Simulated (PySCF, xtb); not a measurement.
HP2, SMILES P#[PH+], charge +1.

GFN2-xTB run with xtb at its own geometry gives an orbital gap of 2.59 eV.

Geometry optimised at TPSSh-D3(BJ)/def2-TZVPD. The isomer is the one that the SMILES or the coordinates give; other isomers of the formula were not compared.

Question: What does HF/def2-TZVPD run with PySCF give? (Estimate from the structure and the level; the computed values follow.)

Answer: gap 11.17 eV (levels -17.05 and -5.89 eV).
